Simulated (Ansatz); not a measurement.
Gas-phase electronic energies from Ansatz, PBE0-D4/def2-TZVP geometries. CCSD(T)/CBS is the MP2 limit (def2-TZVPP, def2-QZVPP) plus CCSD(T) − MP2 in def2-TZVPP, frozen cores. DFT in def2-TZVPP. For Mg, Sc outer-core shells are correlated without core-valence functions, which leaves a few kJ/mol of doubt a bond. Scalar relativity is left out up to krypton. One conformer a species, not always the lowest.

`[Cl][Sc]([Cl])[Cl]` + `C[CH2][Mg][O]C` → `C[O][Sc]([Cl])[Cl]` + `C[CH2][Mg][Cl]`  (redistribution)

| level | ΔE (kJ/mol) |
| --- | --- |
| revPBE-D4 | -68.1 |
| r2SCAN0-D4 | -68.5 |
| revPBE | -67.8 |
| HF/def2-QZVPP | -69.8 |

Question: What does CCSD(T)/CBS give? (Best estimate.)

Answer: The calculation gave: -66.4 kJ/mol. The listed levels differ from it by -1.7, -2.1, -1.4, -3.4 kJ/mol.

Largest T1 diagnostic among the species: 0.015.

From BLYP to BHLYP (50 % exact exchange), in def2-TZVPP and without D4, ΔE moves by −3.2 kJ/mol. In def2-TZVPP, CCSD(T) changes the Hartree–Fock value by +3.3 kJ/mol (the triples alone add −0.0 kJ/mol) and MP2 by +3.2 kJ/mol. At CCSD(T), def2-SVP lies −11.8 kJ/mol from the extrapolated value and def2-TZVPP −1.8 kJ/mol.
